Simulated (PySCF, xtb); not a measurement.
TeFCl, SMILES F[Te]Cl.

GFN2-xTB run with xtb at its own geometry gives an orbital gap of 2.94 eV and a dipole moment of 2.89 D.

Coordinates come from a B3LYP-D3(BJ)/def2-TZVP optimisation. The def2 effective core potentials stand for the cores of Te; spin–orbit coupling is left out.

Question: What does PySCF with ωB97X/def2-TZVPD give? (Estimate from the structure and the level; the computed values follow.)

Answer: gap 8.19 eV (levels -8.99 and -0.80 eV), dipole 2.51 D.
